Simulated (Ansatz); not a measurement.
All numbers were calculated with Ansatz.

A structure relaxed at PBE0-D4/def2-TZVP, charge 0, multiplicity 1:

```xyz
11

F     1.3244    2.2884   -1.1586
Ge    0.1332    2.2691    0.1216
N    -0.3583    0.5198    0.4462
C     0.1493   -0.4383   -0.2122
Si   -0.3805   -2.2229    0.1500
H     0.8117    2.8555    1.3630
H    -1.0744    3.0603   -0.3890
H     0.9020   -0.2723   -1.0031
H    -0.9365   -2.8206   -1.0939
H    -1.3906   -2.2294    1.2332
H     0.8197   -3.0096    0.5428
```

(1) Give its formula and SMILES.

(2) Point group (tolerance 0.08 Å, 0.16 Å for H)?

(3) Summarise the bond lengths by kind.

Results:

(1) CH6FGeNSi, `[F][GeH2]/[N]=C/[SiH3]`.

(2) Cs.

(3) 1 × F–Ge 1.749 Å; 1 × Ge–N 1.846 Å; 2 × Ge–H 1.531 Å; 1 × C–N 1.269 Å; 1 × C–Si 1.896 Å; 1 × C–H 1.104 Å; 3 × H–Si 1.481 to 1.488 Å.
